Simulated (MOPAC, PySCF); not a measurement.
Constitutional and geometric isomers with formula H4O2Si2. Gas-phase values, no solvent. One relaxed conformer stands for each flexible species; it need not be the lowest. Strings in code marks are SMILES.

Quantity: vertical ionisation energy (energy after one electron is removed minus that of the parent at the parent's geometry), in eV.

Level 1: PBE-D3(BJ)/def2-TZVP // r2SCAN-D4/def2-TZVP (PySCF)
Level 2: minus the HOMO energy of AM1 // r2SCAN-D4/def2-TZVP (MOPAC)
Level 3: minus the HOMO energy of HF/3-21G // r2SCAN-D4/def2-TZVP (PySCF)
Level 4: HF/6-31G* // r2SCAN-D4/def2-TZVP (PySCF)

```csv
species,level 1,level 2,level 3,level 4
`O=[Si](O)[SiH3]` (Si–Si–O–H torsion 0°),9.94,10.06,10.96,8.41
"`O[Si](O)=[SiH2]` (H–O–Si–Si torsion -19°, Si–Si–O–H torsion -165°)",8.13,7.22,8.05,6.96
"`O=[SiH][SiH2]O` (O–Si–Si–O torsion 180°, Si–Si–O–H torsion 180°)",9.49,9.78,10.44,8.17
```
